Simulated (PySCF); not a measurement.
# Magnetisability: SMILES CC#C[SiH2]O[SiH2]NC, C4H11NOSi2

Geometry:
```json
{"atom": "C1", "x (Å)": "-3.165", "y (Å)": "-1.319", "z (Å)": "1.315"}
{"atom": "C2", "x (Å)": "-2.513", "y (Å)": "-0.414", "z (Å)": "0.394"}
{"atom": "C3", "x (Å)": "-1.973", "y (Å)": "0.337", "z (Å)": "-0.379"}
{"atom": "Si4", "x (Å)": "-1.103", "y (Å)": "1.463", "z (Å)": "-1.559"}
{"atom": "O5", "x (Å)": "0.505", "y (Å)": "1.303", "z (Å)": "-1.429"}
{"atom": "Si6", "x (Å)": "1.858", "y (Å)": "0.535", "z (Å)": "-0.988"}
{"atom": "N7", "x (Å)": "1.665", "y (Å)": "0.092", "z (Å)": "0.656"}
{"atom": "C8", "x (Å)": "2.689", "y (Å)": "-0.556", "z (Å)": "1.434"}
{"atom": "H9", "x (Å)": "-3.507", "y (Å)": "-2.206", "z (Å)": "0.782"}
{"atom": "H10", "x (Å)": "-2.468", "y (Å)": "-1.623", "z (Å)": "2.095"}
{"atom": "H11", "x (Å)": "-4.024", "y (Å)": "-0.832", "z (Å)": "1.776"}
{"atom": "H12", "x (Å)": "-1.370", "y (Å)": "2.861", "z (Å)": "-1.208"}
{"atom": "H13", "x (Å)": "-1.446", "y (Å)": "1.113", "z (Å)": "-2.939"}
{"atom": "H14", "x (Å)": "2.010", "y (Å)": "-0.701", "z (Å)": "-1.756"}
{"atom": "H15", "x (Å)": "2.900", "y (Å)": "1.521", "z (Å)": "-1.296"}
{"atom": "H16", "x (Å)": "1.047", "y (Å)": "0.652", "z (Å)": "1.224"}
{"atom": "H17", "x (Å)": "2.240", "y (Å)": "-1.155", "z (Å)": "2.230"}
{"atom": "H18", "x (Å)": "3.388", "y (Å)": "0.155", "z (Å)": "1.890"}
{"atom": "H19", "x (Å)": "3.257", "y (Å)": "-1.216", "z (Å)": "0.782"}
```

Computed with GIAO B97-D/MINI magnetisability, non-relativistic, IEF-PCM acetonitrile (PySCF 2.14.0). Geometry: GFN2-xTB.

(1) What are the magnetisability and the molar susceptibility?

(2) Split it along the inertial axes a, b, c into diamagnetic and paramagnetic parts about the centre of mass, with the quadrupole moment.

Results:

(1) Isotropic -1774 × 10⁻³⁰ J/T², or -106.8 × 10⁻⁶ cm³/mol; principal values -1866, -1790, -1666 × 10⁻³⁰ J/T², anisotropy 175 × 10⁻³⁰ J/T² (root of half the summed squared differences of the principal values). The susceptibility is in cgs units.

(2) 
```csv
axis,χ (10⁻⁶ cm³/mol),diamagnetic (10⁻⁶ cm³/mol),paramagnetic (10⁻⁶ cm³/mol),summed x² of all electrons (Å²),quadrupole Θ (D Å)
a,-108.4,-951.2,842.8,349.0,+1.59
b,-111.5,-1610.1,1498.6,193.7,+2.41
c,-100.5,-2302.4,2201.8,30.5,-4.00
```
Anisotropies 2χaa − χbb − χcc = -4.8 and 2χbb − χaa − χcc = -14.1 × 10⁻⁶ cm³/mol. Θ is traceless in Buckingham's convention.
